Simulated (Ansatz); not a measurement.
Coupled-cluster run, `N=C(N)BO`.

```yaml
crystal:
  periodic: [false, false, false]
  atoms:
    - {symbol: N, position_ang: [-1.391089, 0.826847, 0.878041]}
    - {symbol: C, position_ang: [-0.398397, 0.158887, 0.415857]}
    - {symbol: N, position_ang: [0.423220, -0.677018, 1.121064]}
    - {symbol: B, position_ang: [-0.105444, 0.297530, -1.126997]}
    - {symbol: O, position_ang: [0.998538, -0.329018, -1.599783]}
    - {symbol: H, position_ang: [-1.502184, 0.692920, 1.886944]}
    - {symbol: H, position_ang: [1.261870, -1.011648, 0.680040]}
    - {symbol: H, position_ang: [0.397181, -0.684886, 2.126498]}
    - {symbol: H, position_ang: [-0.821223, 0.935909, -1.839678]}
    - {symbol: H, position_ang: [1.137528, -0.209513, -2.541996]}
basis:
  gaussian: {orbitals: def2-QZVPP}
correlation: {method: ccsd_t}
```

```sh
$ ansatz run in.yaml --threads 2 --pin off --events-out ev --progress --plain --max-ram 32768MiB --backend cuda --devices 0, --max-vram 18GiB
```

Log, shortened:

```
Functional definition: HF
2652 factors; integrals over basis functions are off by at most 1.0e-3 eV
mean field evaluation 1: about -6780.8846 eV, gradient 4.9e1 eV
mean field evaluation 2: about -6781.0078 eV, gradient 4.9e1 eV
mean field evaluation 4: about -6786.0271 eV, gradient 4.5e0 eV
mean field evaluation 8: about -6786.1061 eV, gradient 4.5e-1 eV
mean field evaluation 16: about -6786.1080 eV, gradient 1.1e-6 eV
mean field -6786.10804406 eV, -249.3848708301 hartree, gradient 1.1e-6 eV, S^2 0.000000; 0 other end points of the search recorded, 0 dependent functions left out
5 core orbitals not correlated: weight in the atoms' cores, before any rotation towards them, 1.000 or more for the frozen orbitals, at most 0.000 for the correlated occupied ones
reference -6786.10804406 eV, -249.3848708301 hartree; 14, 14 occupied and 416, 416 virtual orbitals, 2652 factors
second order -26.50642053 eV of doubles, -0.00000000 eV of singles
cycle   1  -26.12753834 eV  change    3.8e-1 eV  update   1.1e-1
cycle   2  -26.74398819 eV  change   -6.2e-1 eV  update   3.4e-2
cycle   3  -26.89457376 eV  change   -1.5e-1 eV  update   1.8e-2
cycle   4  -26.87228818 eV  change    2.2e-2 eV  update   4.7e-3
cycle   5  -26.87093361 eV  change    1.4e-3 eV  update   2.4e-3
cycle   6  -26.87195445 eV  change   -1.0e-3 eV  update   6.4e-4
cycle   7  -26.87153362 eV  change    4.2e-4 eV  update   2.5e-4
cycle   8  -26.87139254 eV  change    1.4e-4 eV  update   8.0e-5
cycle   9  -26.87141203 eV  change   -1.9e-5 eV  update   3.4e-5
perturbative correction -1.19948964 eV, -0.0440804314 hartree
Total energy: -6814.17894573 eV, -250.4164574393 hartree
```

Run time 28 s (2 threads of an AMD EPYC 7R13 on a shared host and a share of an NVIDIA H100 80 GB); peak host memory 2.2 GiB.

Correlation energy per correlated electron: -1.003 eV. T1 diagnostic: 0.0141.
